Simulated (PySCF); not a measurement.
Start geometry of `F[BH-]1[NH2+][BH2-][NH2+]1` from GFN2-xTB (Å):
```
atom  x, y, z in Å
F1     1.8869   -0.0078   -1.0827
B2     1.0705   -0.1359    0.0312
N3    -0.1622   -1.0969   -0.2847
B4    -1.0821    0.0993    0.1393
N5     0.1089    1.1073    0.1863
H6     1.6882   -0.4057    1.0037
H7    -0.1819   -1.3350   -1.2592
H8    -0.1881   -1.9430    0.2572
H9    -1.9023    0.3735   -0.6827
H10   -1.5677   -0.0846    1.2331
H11    0.2025    1.6655    1.0455
H12    0.1669    1.7350   -0.5960
```

**Question.** What comes out of this run: PBE0-D3(BJ)/def2-SVP geometry optimisation, gas phase in PySCF 2.14.0?

**Answer.** 
```
atom  x, y, z in Å
F1     1.5449    0.1141   -1.1431
B2     0.7971   -0.0435    0.0040
N3    -0.4401   -1.0147   -0.2533
B4    -1.3876    0.1928    0.1940
N5    -0.1564    1.2116    0.2404
H6     1.4199   -0.3446    1.0095
H7    -0.5247   -1.2823   -1.2322
H8    -0.4696   -1.8551    0.3162
H9    -2.2091    0.4858   -0.6551
H10   -1.8393    0.0036    1.3076
H11   -0.0137    1.7133    1.1120
H12   -0.1230    1.8789   -0.5279
```

The energy falls by 0.089 eV over 5 energy and gradient evaluations, the largest force component goes from 0.0220 to 4.0e-04 Eh/bohr, and the atoms move by 0.042 Å rms after alignment. Among the bonds, B4–N5 and B2–H6 change most and about equally (+0.037 to +0.038 Å). Bonds longer at the end by more than 0.005 Å: 9 of 12; shorter: 2. Among the angles that change most is F1–B2–H6, from 112.0° to 115.9°. Rotational constants go from 8450, 4519, 3411 to 8206, 4488, 3383 MHz. The orientation of the end geometry is arbitrary; only internal coordinates are fixed.

The run used 105 basis functions and 29 SCF cycles in all. Time: 14 s of wall time; peak memory 0.44 GiB. Hardware: an Arm Neoverse V2 with one thread, on a shared host.

Stationary, but not proved a minimum. The numbers are those of one conformer.
